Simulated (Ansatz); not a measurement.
The first iterations of a band of C$_{4}$H$_{12}$OSi (18 atoms, charge 0, multiplicity 1).

These are results of RKS PBE/STO-3G in Ansatz, not measurements.

```json
{
 "movable images": "5",
 "climbing image": "yes",
 "spring": "5.0 eV/Å²",
 "optimiser": "quadratic models (default)",
 "start path": "IDPP",
 "force threshold": "0.03 eV/Å",
 "iteration limit": "48",
 "end points": "relaxed"
}
```

First end point:

```xyz
18
Properties=species:S:1:pos:R:3
C 0.707 -1.107 1.734
O 0.931 0.201 1.093
C 0.123 0.304 -0.163
C 0.641 -0.688 -1.276
C 0.421 1.775 -0.629
Si -1.788 0.093 0.068
H -0.362 -1.276 2.021
H 1.033 -1.977 1.111
H 1.319 -1.098 2.662
H 0.151 -0.459 -2.242
H 0.420 -1.742 -1.023
H 1.735 -0.580 -1.407
H 1.510 1.912 -0.775
H -0.092 1.996 -1.584
H 0.081 2.503 0.132
H -2.171 -1.307 0.175
H -2.243 0.803 1.254
H -2.452 0.657 -1.098
```

Last end point:

```xyz
18
Properties=species:S:1:pos:R:3
C 0.985 -0.926 1.703
O 0.996 0.362 0.989
C 0.071 0.307 -0.186
C 0.599 -0.678 -1.302
C 0.152 1.776 -0.741
Si -1.773 -0.106 0.235
H -0.026 -1.200 2.097
H 1.355 -1.785 1.090
H 1.672 -0.799 2.568
H 1.655 -0.452 -1.544
H -0.002 -0.559 -2.224
H 0.530 -1.734 -0.983
H 1.199 2.026 -0.998
H -0.469 1.887 -1.650
H -0.200 2.500 0.018
H -1.979 -1.532 0.439
H -2.201 0.612 1.427
H -2.601 0.314 -0.886
```

| iteration | highest image above the first end (eV) | largest band force component (eV/Å) |
| --- | --- | --- |
| 1 | 0.284 | 1.828 |
| 2 | 0.129 | 0.507 |

Question: Does the band converge within its limit, and where does its top end?

Answer: The run converged. It ended after 6 iterations with the highest image 0.115 eV above the first end. A vibrational analysis at the climbing image gives one clearly imaginary mode, 211i cm⁻¹: a first-order saddle point. Limits of this set-up: minimal basis.

The run took 3 min on 1 thread of Intel(R) Xeon(R) Processor @ 2.70GHz, with other jobs on the host, peak memory 0.12 GiB.
